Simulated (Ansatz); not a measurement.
`CB(N)Br` + H₂ → `NBBr` + CH₄ at 700 K and 1 bar (hydrogenolysis of a B–C bond).

Program: Ansatz. Geometries: PBE0-D4/def2-TZVP. ΔE: electronic, gas phase. CBS: MP2 limit from def2 TZ/QZ plus the TZ coupled-cluster correction, frozen cores. This one scheme is used for every species. For Br outer-core shells are correlated without core-valence functions, which leaves a few kJ/mol of doubt a bond. Scalar relativity is left out up to krypton. One conformer a species, not always the lowest.

```tsv
species	CCSD(T)/CBS energy (Eh)	H − E (kJ/mol)	S (J/(mol·K))
`CB(N)Br`	-2693.98242	244.5	411.9
H₂	-1.17544	46.8	155.3
`NBBr`	-2654.70322	151.4	344.2
CH₄	-40.46206	145.9	224.0
```

H − E and S are ideal-gas, rigid-rotor, harmonic terms from PBE0-D4/def2-TZVP, for one conformer and one mirror image of each species. For small species the MP2-based limit differs from directly extrapolated CCSD(T) by up to some mEh (0.8 for H₂); such offsets cancel only in part. 1 Eh = 2625.50 kJ/mol, R = 8.31446 J/(mol·K).

Q: By hand: ΔE, ΔH, ΔS and ΔG.

A: ΔE = (-2654.70322) + (-40.46206) − (-2693.98242) − (-1.17544) = -0.00742 Eh = -19.5 kJ/mol. Δ(H − E) = 151.4 + 145.9 − 244.5 − 46.8 = 6.0, so ΔH = -13.5 kJ/mol. ΔS = 344.2 + 224.0 − 411.9 − 155.3 = 1.0 J/(mol·K). ΔG = -13.5 − 700 × (1.0)/1000 = -14.2 kJ/mol.

Q: By hand: the equilibrium constant, and the temperature at which ΔG would vanish if ΔH and ΔS stayed fixed.

A: log₁₀ K = −ΔG/(RT ln 10) = 1.1. ΔH and −TΔS have one sign here, so there is no such temperature.

The number of gas molecules stays the same, so ΔS is small and ΔH decides. A doubt of 5 kJ/mol in ΔE shifts log₁₀ K by 0.4 here. Other conformers and mirror images would add mixing entropy, several J/(mol·K) or more a flexible species. These are equilibria of isolated gas molecules and say nothing of rates. Largest T1 diagnostic: 0.010 (customary marks: 0.02 for closed shells, 0.045 for open ones).

ΔS is within the doubt of such terms, so its sign, and with it that verdict, could turn.
